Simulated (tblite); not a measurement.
Run record: tight-binding relaxation, `O=S(=O)(O)C1=CC=C(Br)C=C1`.

Computed with GFN2-xTB geometry optimisation, gas phase (tblite 0.8.0). Start geometry: from a force field or distance geometry. The command runs a driver script over a list of jobs; the input below is this job's line of settings and its coordinates in Å.

Command:
```bash
OMP_NUM_THREADS=1 python probes_run.py task.json out
```

Input:
```
{"job": {"kind": "relax", "xc": "GFN2-xTB", "basis": "xTB"}, "charge": 0, "multiplicity": 1}
O      2.793000    -1.062600     0.492000
S      2.179200     0.259200     0.405100
O      2.406700     1.256600     1.432800
O      2.685900     0.861300    -1.005400
C      0.434200     0.053000     0.223400
C     -0.297700     1.038100    -0.462800
C     -1.666900     0.877000    -0.641300
C     -2.291300    -0.265600    -0.139800
Br    -4.154400    -0.494300    -0.386200
C     -1.571400    -1.255100     0.530300
C     -0.194900    -1.096100     0.705000
H      3.396900     0.263300    -1.323100
H      0.194900     1.932400    -0.830800
H     -2.233700     1.638700    -1.160800
H     -2.062600    -2.136200     0.910800
H      0.374600    -1.860700     1.239300
```

Output:
```
step      E/eV     max force
  0    -949.88215    1.536
  1    -949.95481    0.737
  2    -949.97026    0.333
  3    -949.98724    0.308
  4    -949.99164    0.226
  5    -949.99722    0.165
  6    -950.00101    0.192
  7    -950.00445    0.158
  8    -950.00716    0.151
  9    -950.00916    0.113
... (93 lines left out)
103    -950.05618    0.011
104    -950.05620    0.011
105    -950.05622    0.011
106    -950.05626    0.014
107    -950.05630    0.015
108    -950.05633    0.013
109    -950.05636    0.017
110    -950.05640    0.017
111    -950.05644    0.015
112    -950.05647    0.010
```

«max force» is the largest atomic force in eV/Å.

Problem. From which step on does the largest force stay under 0.1 eV/Å, and how much energy is left to gain from there?

Solution. From step 77 (0.040 eV/Å), 3.6 meV above the end.

In short: energy lowered by 4.0 kcal/mol over 112 steps; largest atomic force 0.010 eV/Å at the end.

Problem. Where do the atoms end?

Solution. 0.494 Å rms from the input after alignment:
```
atom  x, y, z in Å
O1     2.7455   -0.6244    1.2061
S2     2.1598    0.4117    0.4114
O3     2.4090    1.7754    0.7361
O4     2.6294    0.1470   -1.1151
C5     0.4149    0.1461    0.2197
C6    -0.3662    1.1936   -0.2223
C7    -1.7211    0.9888   -0.4194
C8    -2.2518   -0.2684   -0.1670
Br9   -4.1053   -0.5570   -0.4395
C10   -1.4645   -1.3190    0.2826
C11   -0.1104   -1.1028    0.4777
H12    3.2809   -0.5558   -1.1390
H13    0.0957    2.1515   -0.3954
H14   -2.3588    1.7891   -0.7611
H15   -1.9066   -2.2843    0.4763
H16    0.5418   -1.8825    0.8376
```

Hardware: one thread, Arm Neoverse V2 (aarch64), shared host with 32 logical CPUs at a one-minute load of 15. Cost: 0.88 s.
Labels such as C1 count atoms from 1, the log's own numbers from 0.
